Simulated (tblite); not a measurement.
Species: C₃H₆F₂O₂S.
Structure used (GFN2-xTB), in Å, numbered top down from 1:
```
atom  x, y, z in Å
C1     2.2711    0.7032    0.2877
O2     1.0037    0.2598    0.7162
S3     0.5235   -1.2129    0.1052
O4     0.5960   -1.1445   -1.3359
C5    -1.2927   -0.7865    0.4898
C6    -1.7917    0.3436   -0.3620
F7    -1.4018   -0.5512    1.8191
F8    -1.9776   -1.9446    0.2689
H9     2.3271    1.7661    0.5182
H10    3.0708    0.1724    0.8103
H11    2.3772    0.5548   -0.7905
H12   -2.8753    0.4222   -0.3024
H13   -1.3366    1.2678   -0.0155
H14   -1.4944    0.1493   -1.3910
```

Computed with GFN2-xTB (tblite): harmonic, unscaled wavenumbers at the GFN2-xTB geometry, gas phase. The method is semi-empirical: single wavenumbers can be off by several per cent or more. One conformer, not necessarily the lowest.

Harmonic wavenumbers (cm⁻¹): 36.0, 60.6, 114.0, 141.8, 156.1, 187.6, 219.1, 253.6, 290.8, 383.1, 399.7, 454.1, 499.1, 620.2, 664.4, 885.2, 926.0, 1056.6, 1103.4, 1118.8, 1130.1, 1134.1, 1180.8, 1192.2, 1376.9, 1400.4, 1445.7, 1448.6, 1465.1, 1471.0, 2959.4, 2965.4, 3017.3, 3035.4, 3036.4, 3058.1.

A = 2800, B = 1327, C = 1166 MHz; mass 144.006 u (most abundant isotopes); point group C1, symmetry number 1.

Problem. Zero-point energy?

Solution. ½Σν̃ = 20444 cm⁻¹ = 58.45 kcal/mol.

Problem. Entropy at 298.15 K, 1 bar (ideal gas, RRHO, classical rotation)?

Solution. Translation 40.83, rotation 28.70, vibration 30.83: S = 100.4 cal/(mol K).

Problem. And Cp and H(298.15 K) − H(0)?

Solution. Cp = 35.59 cal/(mol K), of which vibrations give 27.64 (their classical limit is 36 R = 71.5); H(298.15 K) − H(0) = 7.01 kcal/mol without the zero-point energy, 4.64 from vibrations.

Problem. How do the functions run with temperature in this model?

Solution. 
```
T (K)  S (cal/(mol K))  Cp (cal/(mol K))  H − H(0) (kcal/mol)  G − H(0) (kcal/mol)  ln q(vib)
  100             70.8              20.1                 1.37                -5.70       2.08
  200             87.6              28.8                 3.85               -13.67       4.99
  300            100.6              35.7                 7.08               -23.09       7.73
  500            121.7              47.5                15.46               -45.40      12.64
  800            146.7              58.6                31.52               -85.83      19.05
 1000            160.3              63.3                43.73              -116.56      22.83
```

q(vib) and H(0) count from the zero-point level.

Problem. Blend soft modes into free rotors: weight 1/[1 + (100 cm⁻¹/ν̃)⁴] for the oscillator and the rest for a rotor with moment μB/(μ + B), μ = h/(8π²ν), B = 10⁻⁴⁴ kg m². What vibrational entropy results?

Solution. 28.07 cal/(mol K) in place of 30.83, which changes −T·S at 298.15 K by +0.82 kcal/mol.

Problem. Which modes carry the vibrational entropy at 298.15 K?

Solution. 36.0 cm⁻¹: 5.47; 60.6 cm⁻¹: 4.44; 114.0 cm⁻¹: 3.20; 141.8 cm⁻¹: 2.78; 156.1 cm⁻¹: 2.60; 187.6 cm⁻¹: 2.25 cal/(mol K); the other 30 give 10.10 together.

Problem. What must be added to the electronic energy to get the Gibbs energy at 298.15 K and 1 bar?

Solution. ZPE + [H(298.15 K) − H(0)] − T·S = 58.45 + 7.01 − 29.92 = 35.54 kcal/mol.

Hindered rotation and anharmonicity are outside this model. Other conformers, if any are populated, would add a mixing term that is left out. The structure is chiral; the term R ln 2 for an equal mix with its mirror image is left out.

Run on one thread, x86-64 server (shared host). The figure is for the frequency step alone.
